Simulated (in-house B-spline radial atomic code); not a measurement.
## RPA and G0W0 on TPSS: Os8+

Configuration [Xe] 4f14, mean-field start TPSS. Computed with a B-spline radial code for spherical atoms: all electrons, scalar-relativistic (spin-free one-electron X2C), finite nucleus, each spin shell either full or empty, empty states to l = 9 with an (l + 1/2)⁻⁴ tail; G0W0 by contour deformation at full frequency.

Without the two-electron picture change, the correlation of inner shells comes somewhat too large for so heavy an element.

Command:
```bash
python run_gw.py task.json out
```
Settings (radii: box in bohr, nucleus in fm):
```
Z                        76
electrons                68
configuration            [Xe] 4f14
hamiltonian              x2c
method                   tpss,tpss
lmax                     9
rms_radius               5.4126
spin_polarised           False
box_radius               7.7
intervals                65
```

Cost of the run: 5.4 s on 1 thread of Arm Neoverse N1 (shared host).

Energies (hartree):

| term | value |
| --- | --- |
| mean-field total | -17240.03894 |
| Hartree-Fock functional on these orbitals | -17235.46474 |
| direct second order | -7.2258 |
| second-order exchange | 1.7951 |
| SOSEX correction | 1.683 |

Task: What is the RPA correlation energy, and what remains with SOSEX?

Result: RPA gives -6.3073 hartree (-2.52 eV per electron); RPA + SOSEX gives -4.6243, and the second-order doubles -5.4307 hartree (no singles). SOSEX takes back 27 % of the RPA value.

Quasi-particle levels (eV):

| level | occupied | mean field | Σx - vxc | Σc | QP weight | G0W0 |
| --- | --- | --- | --- | --- | --- | --- |
| 5p | yes | -162.65 | -9.70 | ? | ? | ? |
| 4f | yes | -169.41 | -21.36 | 4.55 | 0.949 | -186.23 |
| 5d | no | -108.84 | 9.24 | -2.11 | 0.978 | -101.71 |

G0W0 = mean field + (Σx - vxc) + Σc, with Σc (partial-wave tail included) taken at the quasi-particle energy. Only the outer levels were computed. Levels of low weight are left out.

Task: Where does G0W0 put 5p?

Result: At -173.24 eV, with Σc = -0.89 eV and a quasi-particle weight of 0.969. The tabulated removal energy is 168.7 ± 0.5 eV (NIST, semi-empirical); the calculation leaves out spin-orbit coupling, Breit and QED terms, and what these don't explain is the method's own error.
